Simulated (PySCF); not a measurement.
Isomers of C8H10N2, mass 134.084 u with the commonest isotopes. The calculation used PySCF 2.14.0, PBE0-D3(BJ)/def2-SVP geometry optimisation, gas phase. One conformer each, none proved a minimum here; rigid rotors.

**Question.** Order these by rotational constant A, smallest first.
A. `[CH2:1]=[CH:2][c:3]1[cH:4][n:5][nH:6][c:7]1[CH:8]1[CH2:9][CH2:10]1` with C1–C2–C3–C4 2°, N6–C7–C8–C9 118°
B. `[N:1]#[C:2][C@H:3]1[CH2:4][CH2:5][C@H:6]([C:7]#[N:8])[CH2:9][CH2:10]1` with C2–C3–C4–C5 68°, C3–C4–C5–C6 55°, C4–C5–C6–C7 68°, C5–C6–C9–C10 55°
C. `[CH3:1][c:2]1[cH:3][n:4][n:5][cH:6][c:7]1[CH:8]1[CH2:9][CH2:10]1` with C6–C7–C8–C9 -16°

**Answer.** A (1935 MHz), C (2328 MHz), B (2855 MHz).

**Question.** Order these by dipole moment, smallest first.
A. `[CH2:1]=[CH:2][c:3]1[cH:4][n:5][nH:6][c:7]1[CH:8]1[CH2:9][CH2:10]1` with C1–C2–C3–C4 2°, N6–C7–C8–C9 118°
B. `[N:1]#[C:2][C@H:3]1[CH2:4][CH2:5][C@H:6]([C:7]#[N:8])[CH2:9][CH2:10]1` with C2–C3–C4–C5 68°, C3–C4–C5–C6 55°, C4–C5–C6–C7 68°, C5–C6–C9–C10 55°
C. `[CH3:1][c:2]1[cH:3][n:4][n:5][cH:6][c:7]1[CH:8]1[CH2:9][CH2:10]1` with C6–C7–C8–C9 -16°

**Answer.** B (0.00 D), A (2.95 D), C (5.24 D).

**Question.** Order these by rotational constant B, largest first.
A. `[CH2:1]=[CH:2][c:3]1[cH:4][n:5][nH:6][c:7]1[CH:8]1[CH2:9][CH2:10]1` with C1–C2–C3–C4 2°, N6–C7–C8–C9 118°
B. `[N:1]#[C:2][C@H:3]1[CH2:4][CH2:5][C@H:6]([C:7]#[N:8])[CH2:9][CH2:10]1` with C2–C3–C4–C5 68°, C3–C4–C5–C6 55°, C4–C5–C6–C7 68°, C5–C6–C9–C10 55°
C. `[CH3:1][c:2]1[cH:3][n:4][n:5][cH:6][c:7]1[CH:8]1[CH2:9][CH2:10]1` with C6–C7–C8–C9 -16°

**Answer.** A (1166 MHz), C (1123 MHz), B (920.3 MHz).

| SMILES | point group | Ia (u·Å²) | Ib (u·Å²) | Ic (u·Å²) | κ | μa (D) | μb (D) | μc (D) |
| --- | --- | --- | --- | --- | --- | --- | --- | --- |
| C=Cc1cn[nH]c1C1CC1 | C1 | 261.13 | 433.50 | 666.57 | -0.31 | 2.71 | 1.07 | 0.44 |
| N#C[C@H]1CC[C@H](C#N)CC1 | C2h | 177.00 | 549.12 | 577.28 | -0.95 | 0.00 | 0.00 | 0.00 |
| Cc1cnncc1C1CC1 | C1 | 217.12 | 449.97 | 628.40 | -0.58 | 4.17 | 3.15 | 0.41 |
